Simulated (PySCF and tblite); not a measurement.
The numbers below are computed, except where a source is named.
C10H7BrO2, numbered as in [CH3:1][C:2](=[O:3])[c:4]1[cH:5][o:6][c:7]2[c:8]([Br:9])[cH:10][cH:11][cH:12][c:13]12.

The ensemble was built from 60 distance-geometry starts (ETKDG and KDG, MMFF94s, GFN2-xTB) and rests on GFN2-xTB geometries. Energies: PBE0-D3(BJ)/6-31G*, with GFN2-xTB thermal terms (modes under about 100 cm⁻¹ blended into free rotors). Symmetry numbers and mirror images are counted. Conformers within 2.5 kcal/mol (GFN2-xTB free energy) were kept, 3 at most. Programs: PySCF with density fitting and tblite.

Rotational constants are equilibrium values for the commonest isotopes; dipoles come from the energy level named.

Torsions listed: O3–C2–C4–C5.

| conformer | shape | symmetry |
| --- | --- | --- |
| 1 | 180° | Cs |
| 2 | 0° | Cs |

Task: Give the rotational constants and dipole components, as needed to look for these species in a jet-cooled rotational spectrum.

Result: 
```csv
conformer,A (MHz),B (MHz),C (MHz),abs μa (D),abs μb (D),abs μc (D),κ,Ic−Ia−Ib (u Å²)
1,1453,322,264,0.67,1.54,0.00,-0.90,-3.2
2,1438,323,264,0.14,2.87,0.00,-0.90,-3.2
```

Task: Which type of transition is strongest for conformer 1?

Result: b-type, since that component is clearly the largest; the top is near-prolate.


Conformer gaps in 6-31G* on xTB geometries can be 2 kcal/mol off for S=O, P=O and other polar bonds.